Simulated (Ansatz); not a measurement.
Reaction (ligand exchange at the As–C bond): `[SiH3]CC[AsH2]` + `O[SiH3]` → `[SiH3]O[AsH2]` + `CC[SiH3]`

Calculated with Ansatz (gas phase, PBE0-D4/def2-TZVP geometries, no zero-point term in ΔE). CCSD(T)/CBS adds triple-zeta CCSD(T) − MP2 to the extrapolated MP2 energy (def2 sets, frozen cores). For As outer-core shells are correlated without core-valence functions, which leaves a few kJ/mol of doubt a bond. Scalar relativity is left out up to krypton. Each species was taken in one conformer, which may not be the lowest.

`[SiH3]CC[AsH2]`:

Z-matrix (Å, degrees):
```
Si
C 1 1.882
H 1 1.489 2 110.1
H 1 1.488 2 111.1 3 120.4
H 1 1.489 2 110.1 3 -119.1
C 2 1.521 1 112.8 3 59.6
H 2 1.095 1 108.5 3 -63.1
H 2 1.095 1 108.5 3 -177.8
As 6 1.981 2 116.4 1 180.0
H 6 1.094 2 111.2 1 59.1
H 6 1.094 2 111.2 1 -59.1
H 9 1.525 6 95.1 2 46.2
H 9 1.525 6 95.1 2 -46.2
```

`O[SiH3]`:

Cartesian coordinates in Å:
```
O -0.015 0.187 1.268
Si -0.099 0.080 -0.374
H 0.521 -0.457 1.731
H 1.243 0.228 -1.004
H -0.983 1.186 -0.809
H -0.668 -1.224 -0.812
```

`[SiH3]O[AsH2]`:

```xyz
8

Si    0.821   -1.044    0.086
O    -0.546   -0.131    0.058
As   -0.614    1.650   -0.174
H     1.746   -0.594    1.162
H     1.547   -0.966   -1.211
H     0.398   -2.442    0.340
H    -1.735    1.621   -1.212
H    -1.616    1.906    0.951
```

`CC[SiH3]`:

Z-matrix (Å, degrees):
```
C
C 1 1.526
H 1 1.093 2 111.4
H 1 1.093 2 111.6 3 120.1
H 1 1.093 2 111.4 3 -119.8
Si 2 1.876 1 113.4 3 59.9
H 2 1.095 1 110.5 3 -178.6
H 2 1.095 1 110.5 3 -61.7
H 6 1.489 2 110.4 1 -59.6
H 6 1.489 2 110.4 1 59.7
H 6 1.489 2 111.1 1 -180.0
```

```json
{"species": "`[SiH3]CC[AsH2]`", "SCS-MP2/def2-TZVPP energy (Eh)": "-2604.89650"}
{"species": "`O[SiH3]`", "SCS-MP2/def2-TZVPP energy (Eh)": "-366.59311"}
{"species": "`[SiH3]O[AsH2]`", "SCS-MP2/def2-TZVPP energy (Eh)": "-2601.61703"}
{"species": "`CC[SiH3]`", "SCS-MP2/def2-TZVPP energy (Eh)": "-369.87463"}
```

Task: Work out ΔE.

Result: ΔE = (-2601.61703) + (-369.87463) − (-2604.89650) − (-366.59311) = -0.00205 Eh = -5.4 kJ/mol. CCSD(T)/CBS gives 0.0 kJ/mol.

Largest T1 diagnostic among the species: 0.012.

In def2-TZVPP, CCSD(T) changes the Hartree–Fock value by +19.3 kJ/mol (the triples alone add +1.8 kJ/mol) and MP2 by +23.5 kJ/mol.
